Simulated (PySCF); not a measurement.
OSi, charge -1, doublet, at a GFN2-xTB geometry (a state made from the parent by changing its charge; the spin is typed, not shown lowest) (in this run its highest filled SCF level lies above zero, so its values depend strongly on the basis, on diffuse functions most of all). Base run: PBE0/def2-SV(P) (PySCF).

PySCF was given this input:
```python
from pyscf import gto, scf, dft

mol = gto.M(
    atom='''
Si   -0.00000000   -0.00000000   -0.57598092
O     0.00000000    0.00000000    1.00796661
''',
    basis='def2-sv(p)',
    charge=-1,
    spin=1,
    verbose=4,
)

mf = dft.UKS(mol)
mf.xc = 'pbe0'
mf.kernel()
mf.analyze()
```

The base run was repeated with changes; each row names its change, and settings that it needs were set with it.

| change | basis functions | E (Eh) | HOMO (eV) |
|---|---|---|---|
| base | 32 | -364.33686 | 2.90 |
| basis = cc-pVDZ-DK; relativity = spin-free X2C; nucleus = Gaussian (with nucmod='G') | 32 | -365.15081 | 2.85 |
| basis = cc-pVDZ-DK; relativity = spin-free X2C | 32 | -365.15101 | 2.85 |
| basis = x2c-TZVPall; relativity = spin-free X2C; nucleus = Gaussian (with nucmod='G') | 68 | -365.21293 | 2.27 |
| basis = x2c-SVPall; relativity = spin-free X2C | 32 | -364.98847 | 2.92 |
| basis = x2c-TZVPall; relativity = spin-free X2C | 68 | -365.21312 | 2.27 |
| basis = cc-pVDZ-DK; relativity = none | 32 | -364.37142 | 2.83 |
| basis = x2c-SVPall; relativity = spin-free X2C; nucleus = Gaussian (with nucmod='G') | 32 | -364.98829 | 2.92 |
| basis = x2c-SVPall; relativity = none | 32 | -364.27985 | 2.90 |
| basis = x2c-TZVPall; relativity = none | 68 | -364.46731 | 2.25 |

Total energies compare only within one method and basis.

Open shells are given as the SCF converged; they aren't shown to be the lowest states, and a large step between rows can be another state.

Basis sets contracted for a relativistic Hamiltonian are a mismatch without it, so the rows without relativity aren't non-relativistic limits. No row has spin-orbit coupling; sets with core potentials leave out the core electrons.
